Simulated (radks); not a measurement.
The numbers below are computed, except where a source is named.
Question: All-electron atom: Pt4+ in [Xe] 4f14 5d6 (the NIST ground configuration). Level of theory: Dirac Kohn-Sham, exchange-only PBE, spin-unpolarised, spherical densities, point nucleus; open shells are shared between the two j in proportion to 2j + 1 (a radial shooting solver on a logarithmic mesh with Libxc functionals). Some entries of the table are withheld. Estimate them.

| orbital | occ. | eigenvalue (eV) | <1/r> (bohr^-1) |
|---|---|---|---|
| 1s1/2 | 2 | -78366.58 | 94.03 |
| 2s1/2 | 2 | -13797.61 | 23.06 |
| 2p1/2 | 2 | -13224.42 | 23.00 |
| 2p3/2 | 4 | -11495.08 | 18.86 |
| 3s1/2 | 2 | -3278.774 | 8.462 |
| 3p1/2 | 2 | -3021.959 | 8.373 |
| 3p3/2 | 4 | -2641.797 | 7.295 |
| 3d3/2 | 4 | (1) | 7.193 |
| 3d5/2 | 6 | (2) | 6.945 |
| 4s1/2 | 2 | -743.5808 | 3.575 |
| 4p1/2 | 2 | -634.7052 | 3.464 |
| 4p3/2 | 4 | -544.1390 | 3.090 |
| 4d3/2 | 4 | -366.0562 | 2.885 |
| 4d5/2 | 6 | -349.2164 | 2.798 |
| 5s1/2 | 2 | -150.8583 | 1.444 |
| 4f5/2 | 6 | -121.6836 | 2.410 |
| 4f7/2 | 8 | -118.2233 | 2.375 |
| 5p1/2 | 2 | (3) | 1.321 |
| 5p3/2 | 4 | (4) | 1.190 |
| 5d3/2 | 2.4 | -52.4791 | 0.9163 |
| 5d5/2 | 3.6 | -50.7105 | 0.8883 |
| 6s1/2 | 0 | -42.7117 | 0.5761 |
| 6p1/2 | 0 | -34.1966 | 0.5042 |
| 6p3/2 | 0 | -31.7778 | 0.4689 |

Answer: 
(1) 3d3/2 eigenvalue (eV): -2215.039
(2) 3d5/2 eigenvalue (eV): -2133.107
(3) 5p1/2 eigenvalue (eV): -115.7905
(4) 5p3/2 eigenvalue (eV): -100.3316
